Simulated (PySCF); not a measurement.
Species: C6H13PS.
Structure used (PBE0-D3(BJ)/def2-SVP), in Å, numbered top down from 1:
```
atom  x, y, z in Å
C1     2.9376    0.7885   -0.1050
C2     2.0235   -0.1723    0.0308
P3     0.5227   -0.1742   -0.9885
S4     0.4701    1.1986   -2.3737
C5    -0.9185   -0.1684    0.1984
C6    -0.7606   -1.3072    1.2037
C7    -2.1793   -0.3610   -0.6440
C8    -0.9392    1.1908    0.8936
H9     2.7890    1.5803   -0.8491
H10    3.8452    0.8075    0.5057
H11    2.1506   -0.9873    0.7519
H12    0.4826   -1.5240   -1.4522
H13   -1.6634   -1.3695    1.8330
H14   -0.6410   -2.2835    0.7061
H15    0.0957   -1.1506    1.8762
H16   -3.0695   -0.2983    0.0027
H17   -2.1916   -1.3453   -1.1392
H18   -2.2536    0.4143   -1.4207
H19   -1.8196    1.2583    1.5529
H20   -0.9931    2.0036    0.1539
H21   -0.0387    1.3462    1.5082
```

Level: PBE0/pcSseg-1 in PySCF, non-relativistic, on one gas-phase PBE0-D3(BJ)/def2-SVP geometry that isn't relaxed in the solvent. The solvent is an IEF-PCM continuum (Bondi radii, 1.10 Å for H, scaled by 1.2). Only the electrostatic response of the medium enters.

```tsv
run	E − E(gas) (kcal/mol)	HOMO (eV)	HOMO–LUMO gap (eV)	dipole (D)
gas	0.00	-6.46	5.55	4.45
P	-2.82	-6.58	5.76	5.21
Q	-5.28	-6.71	5.94	5.92
```

Task: The runs were made in chloroform and cyclohexane. Which run belongs to which solvent?

Result: P = cyclohexane, Q = chloroform. The dielectric constants are 2.017 (cyclohexane), 4.711 (chloroform), and the energy falls further as ε rises. In this model the ground state sees the solvent through ε alone.

Task: How constant is the ratio of the lowering to (ε − 1)/(2ε + 1)?

Result: 
| solvent | (ε − 1)/(2ε + 1) | E − E(gas) (kcal/mol) | ratio (kcal/mol) | polarisation term (kcal/mol) |
| --- | --- | --- | --- | --- |
| cyclohexane | 0.202 | -2.82 | -14.0 | -3.13 |
| chloroform | 0.356 | -5.28 | -14.8 | -6.44 |

The ratio changes by +6.3 % in size from cyclohexane to chloroform. The polarisation term is half the interaction of the solute with the induced surface charges.
